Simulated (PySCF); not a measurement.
cobalt atom (Co), quartet; WB97X/cc-pVDZ (PySCF).

PySCF was given this input:
```python
from pyscf import gto, scf, dft

mol = gto.Mole()
mol.atom = '''
    Co    0.000000    0.000000    0.000000
'''
mol.basis = 'cc-pvdz'
mol.charge = 0
mol.spin = 3
mol.verbose = 4
mol.build()

mf = dft.UKS(mol)
mf.xc = 'wb97x'
mf.kernel()
```

What does PySCF print? Leave out banner, timings and long lists.


```
PySCF version 2.14.0

[INPUT] verbose = 4
[INPUT] num. atoms = 1
[INPUT] num. electrons = 27
[INPUT] charge = 0
[INPUT] spin (= nelec alpha-beta = 2S) = 3
[INPUT] symmetry False subgroup None
[INPUT] Mole.unit = angstrom
[INPUT] Symbol           X                Y                Z      unit          X                Y                Z       unit  Magmom
[INPUT]  1 Co     0.000000000000   0.000000000000   0.000000000000 AA    0.000000000000   0.000000000000   0.000000000000 Bohr   0.0

nuclear repulsion = 0
number of shells = 7
number of NR pGTOs = 122
number of NR cGTOs = 43
basis = cc-pvdz
ecp = {}

******** <class 'pyscf.dft.uks.UKS'> ********
method = UKS
initial guess = minao
damping factor = 0
level_shift factor = 0
DIIS = <class 'pyscf.scf.diis.CDIIS'>
diis_start_cycle = 1
diis_space = 8
diis_damp = 0
SCF conv_tol = 1e-09
SCF conv_tol_grad = None
SCF max_cycles = 50
direct_scf = True
direct_scf_tol = 1e-13
number electrons alpha = 15  beta = 12
XC library pyscf.dft.libxc version 7.1.2
    S. Lehtola, C. Steigemann, M. J. T. Oliveira, and M. A. L. Marques,  SoftwareX 7, 1–5 (2018)
XC functionals = wb97x
    J.-D. Chai and M. Head-Gordon,  J. Chem. Phys. 128, 084106 (2008)
radial grids:
    Treutler-Ahlrichs [JCP 102, 346 (1995); DOI:10.1063/1.469408] (M4) radial grids

becke partition: Becke, JCP 88, 2547 (1988); DOI:10.1063/1.454033
pruning grids: <function nwchem_prune>
grids dens level: 3
symmetrized grids: False
atomic radii adjust function: <function treutler_atomic_radii_adjust>
small_rho_cutoff = 0
Set gradient conv threshold to 3.16228e-05
tot grids = 20904
init E= -1381.89984505328

cycle= 1 E= -1366.13732306755  delta_E= 15.8  |g|= 5.07  |ddm|= 7.68

cycle= 2 E= -1374.7458845033  delta_E= -8.61  |g|= 4.43  |ddm|= 11.5

cycle= 3 E= -1381.8472478397  delta_E= -7.1  |g|= 1.75  |ddm|= 10.3
cycle= 4 E= -1382.6273478171  delta_E= -0.78  |g|= 0.625  |ddm|= 0.886
cycle= 5 E= -1382.73303309308  delta_E= -0.106  |g|= 0.178  |ddm|= 0.411
cycle= 6 E= -1382.74463659854  delta_E= -0.0116  |g|= 0.0381  |ddm|= 0.253
cycle= 7 E= -1382.74574115227  delta_E= -0.0011  |g|= 0.0145  |ddm|= 0.0477
cycle= 8 E= -1382.74748676525  delta_E= -0.00175  |g|= 0.0128  |ddm|= 0.094
cycle= 9 E= -1382.75030865212  delta_E= -0.00282  |g|= 0.00732  |ddm|= 0.241
cycle= 10 E= -1382.7503985902  delta_E= -8.99e-05  |g|= 0.0052  |ddm|= 0.0156
cycle= 11 E= -1382.7508452592  delta_E= -0.000447  |g|= 0.00427  |ddm|= 0.0863
cycle= 12 E= -1382.75100527885  delta_E= -0.00016  |g|= 0.00388  |ddm|= 0.033
cycle= 13 E= -1382.75111038478  delta_E= -0.000105  |g|= 0.00394  |ddm|= 0.0208
cycle= 14 E= -1382.75118281065  delta_E= -7.24e-05  |g|= 0.00413  |ddm|= 0.0147
cycle= 15 E= -1382.75088710212  delta_E= 0.000296  |g|= 0.00383  |ddm|= 0.0672
cycle= 16 E= -1382.75079881409  delta_E= 8.83e-05  |g|= 0.00243  |ddm|= 0.0529
cycle= 17 E= -1382.75069256333  delta_E= 0.000106  |g|= 0.00461  |ddm|= 0.094
cycle= 18 E= -1382.75067624261  delta_E= 1.63e-05  |g|= 0.00521  |ddm|= 0.0182
cycle= 19 E= -1382.75070010162  delta_E= -2.39e-05  |g|= 0.009  |ddm|= 0.0467
cycle= 20 E= -1382.75066503723  delta_E= 3.51e-05  |g|= 0.00363  |ddm|= 0.088
cycle= 21 E= -1382.75066896937  delta_E= -3.93e-06  |g|= 0.00234  |ddm|= 0.0334
cycle= 22 E= -1382.75067168707  delta_E= -2.72e-06  |g|= 0.000494  |ddm|= 0.00546
cycle= 23 E= -1382.75067247819  delta_E= -7.91e-07  |g|= 0.000785  |ddm|= 0.00342
cycle= 24 E= -1382.75067182043  delta_E= 6.58e-07  |g|= 0.000774  |ddm|= 0.00173
cycle= 25 E= -1382.7506716864  delta_E= 1.34e-07  |g|= 0.00044  |ddm|= 0.00315
cycle= 26 E= -1382.75067240239  delta_E= -7.16e-07  |g|= 0.0004  |ddm|= 0.0014
cycle= 27 E= -1382.75066894995  delta_E= 3.45e-06  |g|= 0.000395  |ddm|= 0.00759
cycle= 28 E= -1382.75066314764  delta_E= 5.8e-06  |g|= 0.000426  |ddm|= 0.0131
cycle= 29 E= -1382.75065771447  delta_E= 5.43e-06  |g|= 0.000258  |ddm|= 0.0158
cycle= 30 E= -1382.750654896  delta_E= 2.82e-06  |g|= 0.000202  |ddm|= 0.0123
cycle= 31 E= -1382.75065386454  delta_E= 1.03e-06  |g|= 0.000164  |ddm|= 0.0105
cycle= 32 E= -1382.75065375076  delta_E= 1.14e-07  |g|= 0.000119  |ddm|= 0.00426
cycle= 33 E= -1382.75065378471  delta_E= -3.4e-08  |g|= 0.000104  |ddm|= 0.00289
cycle= 34 E= -1382.750653853  delta_E= -6.83e-08  |g|= 9.99e-05  |ddm|= 0.00112
cycle= 35 E= -1382.7506539284  delta_E= -7.54e-08  |g|= 0.0001  |ddm|= 0.000534
cycle= 36 E= -1382.75065394793  delta_E= -1.95e-08  |g|= 9.98e-05  |ddm|= 0.000138
cycle= 37 E= -1382.75065392657  delta_E= 2.14e-08  |g|= 9.98e-05  |ddm|= 0.000148
cycle= 38 E= -1382.75065370555  delta_E= 2.21e-07  |g|= 9.96e-05  |ddm|= 0.00155
cycle= 39 E= -1382.75065338189  delta_E= 3.24e-07  |g|= 9.9e-05  |ddm|= 0.00232
cycle= 40 E= -1382.75065277847  delta_E= 6.03e-07  |g|= 9.74e-05  |ddm|= 0.00443
cycle= 41 E= -1382.75065258407  delta_E= 1.94e-07  |g|= 9.71e-05  |ddm|= 0.00158
cycle= 42 E= -1382.75065263505  delta_E= -5.1e-08  |g|= 9.71e-05  |ddm|= 0.000458
cycle= 43 E= -1382.75065257617  delta_E= 5.89e-08  |g|= 9.71e-05  |ddm|= 0.000424
cycle= 44 E= -1382.75065259138  delta_E= -1.52e-08  |g|= 9.71e-05  |ddm|= 0.000118
cycle= 45 E= -1382.75065258463  delta_E= 6.76e-09  |g|= 9.71e-05  |ddm|= 0.000112
cycle= 46 E= -1382.75065249667  delta_E= 8.8e-08  |g|= 9.7e-05  |ddm|= 0.000671
cycle= 47 E= -1382.75065252064  delta_E= -2.4e-08  |g|= 9.7e-05  |ddm|= 0.000182
cycle= 48 E= -1382.75065226154  delta_E= 2.59e-07  |g|= 9.7e-05  |ddm|= 0.00192
cycle= 49 E= -1382.75065214666  delta_E= 1.15e-07  |g|= 9.69e-05  |ddm|= 0.000859
cycle= 50 E= -1382.75065215668  delta_E= -1e-08  |g|= 9.69e-05  |ddm|= 9.6e-05
SCF not converged.
SCF energy = -1382.75065215668 after 50 cycles  <S^2> = 3.7569809  2S+1 = 4.0034889
```

Convergence was not reached.
